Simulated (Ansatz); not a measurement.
Born–Oppenheimer molecular dynamics of CH4BClO (8 atoms, charge 0, multiplicity 1). It goes on from the last frame of an earlier run, with new velocities.

Method: RKS BLYP-D4/6-31G in Ansatz.

```json
{"ensemble": "NVT, Nosé–Hoover chain", "time step": "0.5 fs", "steps asked": "250", "set temperature": "100 K", "thermostat": "time constant 100 fs, chain length 5", "seed": "971105"}
```

First frame:

```xyz
8
Properties=species:S:1:pos:R:3
B 0.023 -0.256 -0.086
Cl -0.009 -0.518 1.799
C 1.367 -0.015 -0.829
H 2.311 -0.231 -0.318
H 1.470 -0.438 -1.835
H 1.402 1.109 -0.989
O -1.123 -0.014 -0.791
H -2.028 -0.041 -0.450
```

Problem. What does the run give?

Solution. The run went to its last step.

- steps done: 250
- time covered: 125 fs
- mean temperature over the second half: 123 K
- spread of the potential energy over the second half: 2.7 meV per atom
- mean potential energy of the second half above the start: -8.4 meV per atom

The conserved energy stayed within 0.078 meV per atom of its start (net change -0.018 meV per atom), so the integration is sound. The mean temperature of the second half is 23 % above the set value. A run of 0.12 ps of so small a system gives no equilibrium averages. Limits of this set-up: no polarisation functions.

Problem. What happens to the structure?

Solution. The same pairs are bonded in the first frame and the last. Pairs count as bonded within 1.25 times the sum of covalent radii (0.12 Å more for H–H). This is one draw of velocities; another would differ in detail.

Problem. How do temperature and energy run in time?

Solution. 
```
time (fs)  T (K)  potential energy less start (eV)  conserved less start (meV/atom)
        0    100                             0.000                             0.00
        6    142                            -0.033                             0.00
       12    166                            -0.051                             0.03
       18    221                            -0.095                             0.05
       24    158                            -0.048                             0.06
       30    169                            -0.061                             0.03
       36     67                             0.016                             0.05
       42    108                            -0.018                             0.01
       48    124                            -0.033                            -0.02
       54    205                            -0.099                            -0.04
       60    173                            -0.079                            -0.01
       66    213                            -0.116                            -0.02
       72    109                            -0.041                             0.01
       78    107                            -0.043                             0.03
       84     71                            -0.019                             0.06
       90    105                            -0.049                             0.03
       96    105                            -0.054                             0.03
      102    141                            -0.087                             0.01
      108    113                            -0.071                            -0.01
      114    123                            -0.083                            -0.03
      120    123                            -0.087                            -0.03
```

Run time: 5.9 min on 1 thread of Arm Neoverse V2 (shared host), peak memory 0.078 GiB.
